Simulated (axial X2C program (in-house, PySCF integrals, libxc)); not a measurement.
# ZrAs: properties at the nuclei

Computed with an in-house all-electron X2C program for linear molecules (integrals from PySCF): two-component X2C with atomic mean-field Coulomb and Gaunt terms, Gaussian nuclei, basis Zr dyall-cv3z, As dyall-cv3z with contracted cores.

R = 2.453 Å (near the PBE0 minimum at charge 0 of the determinant lowest at the starting distance; the state shown can have its own minimum elsewhere).

Determinant lowest in the PBE0 search, Ω = 1/2 (⟨Sz⟩ = 0.50, ⟨Lz⟩ = 0.00 at PBE0), spin on the atoms Zr 0.94, As -0.44:

| level | Eeff magnitude (GV/cm) | Ws magnitude Zr (kHz) | A∥/gI Zr (MHz) | qzz Zr (a.u.) | A∥/gI As (MHz) | qzz As (a.u.) | μ (D) |
| --- | --- | --- | --- | --- | --- | --- | --- |
| PBE0 | 2.39 | 2.12 | 2560 | -2.66 | 315 | -2.07 | -5.35 |
| HF | 3.06 | 2.87 | 2350 | -3.75 | 571 | -5.02 | -4.13 |
| B3LYP | 2.16 | 1.8 | 2370 | -2.61 | 147 | -1.62 | -5.17 |
| LDA | 2.03 | 1.66 | 2490 | -2.82 | 123 | -1.53 | -4.78 |
| BP86 | 2.02 | 1.66 | 2450 | -2.73 | 137 | -1.58 | -4.77 |

Eeff is the effective electric field on the electron electric dipole moment in this Ω state and Ws the scalar–pseudoscalar constant of the nucleus named (defined with the proton number Z and per Ω); A∥ (defined per Ω) follows by multiplying with gI = μI/(I μN); qzz is the electric field gradient, eQq0 = 234.96 MHz × Q/barn × qzz; μ is positive if the As end (last atom) is positive. The operators were transformed with the bare-nucleus X2C matrices; with these basis sets, hyperfine constants and field gradients can be off by tens of per cent, and where levels differ in sign neither size nor sign is settled.

**Question.** With gI(91Zr) = -0.5214, Q(91Zr) = -0.176 barn (g factors from the IAEA table of nuclear moments by Stone; Q from Pyykkö, Mol. Phys. 2018), turn the PBE0 values of the first state into constants in MHz.

**Answer.** A∥(91Zr) = 2560 × -0.5214 = -1330 MHz; eQq0(91Zr) = 234.96 × (-0.176) × (-2.66) = 110 MHz.

Each state is one determinant with collinear spin. Unrestricted Hartree–Fock can overshoot spin polarisation at the nuclei. In the state Ω = 1/2 the atomic spins oppose each other (0.94, -0.44): a broken-symmetry determinant whose values are not spin-projected. At HF a later determinant lies lower. States lie within half an eV, so the first need not be the ground state. Further determinants of the search, some of them spin-mixed, are not shown. Where a field gradient or hyperfine factor spreads by more than a factor of two over the levels, a constant derived from it is not to be relied on.
